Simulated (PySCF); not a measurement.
C₅H₆NPS.
SMILES with atom numbers: `[CH3:1][S:2][c:3]1[cH:4][n:5][cH:6][p:7][cH:8]1`

Geometry (GFN2-xTB, Å), atoms numbered from 1 in this order:
```xyz
14
C5H6NPS angstrom
C     -2.6188   -0.0934    0.1953
S     -1.4233   -1.2642   -0.5090
C      0.1509   -0.5017   -0.2723
C      0.3102    0.7400    0.3426
N      1.4655    1.3398    0.5384
C      2.6098    0.8221    0.1684
P      2.8879   -0.7063   -0.6328
C      1.2395   -1.2245   -0.7410
H     -2.4301    0.0417    1.2563
H     -2.5781    0.8511   -0.3392
H     -3.5904   -0.5564    0.0510
H     -0.5419    1.2967    0.7063
H      3.4749    1.4367    0.3973
H      1.0432   -2.1821   -1.2084
```

Probes without a nucleus sit at each ring's centroid and 1 Å off its mean plane on both sides; NICS is minus the shielding there, NICSzz its component along the normal. Level: GIAO PBE0/pcSseg-1 (PySCF, non-relativistic, gas phase) on the GFN2-xTB geometry, one conformer.

Ring bond lengths (Å), with Mayer bond orders in brackets: C3–C4 1.395 (1.27), C4–N5 1.316 (1.49), N5–C6 1.309 (1.48), C6–P7 1.748 (1.28), P7–C8 1.731 (1.35), C8–C3 1.388 (1.40).

Problem. Give the NICS values of each ring in ppm.

Solution. 
```tsv
ring	type	NICS(0)	NICS(1), two faces	NICS(1)zz, two faces	rms pucker (Å)	centre to ring atoms, mean (Å)
C3–C4–N5–C6–P7–C8	6-membered ring with N and P; formal bonds all aromatic	-5.8	-9.9 / -9.9	-23.9 / -23.9	0.00	1.47
```

Problem. What do they say, and how far can they be read as aromaticity?

Solution. 
- C3–C4–N5–C6–P7–C8: mean NICS(1)zz -23.9 ppm, shielded.

Problem. And the bond-length index? HOMA = 1 − mean of α(R − Ropt)² over the ring bonds, with Krygowski's 1993 parameters (CC: Ropt 1.388 Å, α 257.7 Å⁻²; CN: Ropt 1.334 Å, α 93.52 Å⁻²; CP: Ropt 1.698 Å, α 118.91 Å⁻²).

Solution. 
- C3–C4–N5–C6–P7–C8: HOMA 0.91; the largest term is that of C6–P7, α(R − Ropt)² = 0.30.

Problem. At the second NICS(1) probe listed for ring C3–C4–N5–C6–P7–C8, 1 Å off the ring, what do the in-plane components average?

Solution. The isotropic value is a third of the trace: (3 × -9.9 − (-23.9))/2 = -2.9 ppm.

Problem. How shielded are the nuclei of the rings and their hydrogens (means over atoms taken as equivalent)?

Solution. 
| atoms | environment | σ isotropic (ppm) | principal values of the symmetric part, first atom (ppm) |
| --- | --- | --- | --- |
| C3 | substituted aromatic carbon | 42.4 | -47.0, 9.7, 164.6 |
| C4 | aromatic CH next to a ring nitrogen | 43.0 | -46.7, 25.4, 150.1 |
| N5 | pyridine-type nitrogen | -110.0 | -471.1, -181.2, 322.3 |
| C6 | aromatic CH next to a ring nitrogen | 4.4 | -161.0, 24.5, 149.6 |
| P7 | phosphorus bonded to 2 C | 110.0 | -126.4, -93.5, 549.9 |
| C8 | aromatic CH carbon | 18.2 | -146.4, 25.6, 175.4 |
| H12 | aromatic hydrogen | 23.18 | 17.3, 22.1, 30.2 |
| H13 | aromatic hydrogen | 21.48 | 18.6, 19.0, 26.9 |
| H14 | aromatic hydrogen | 22.32 | 18.0, 19.4, 29.6 |
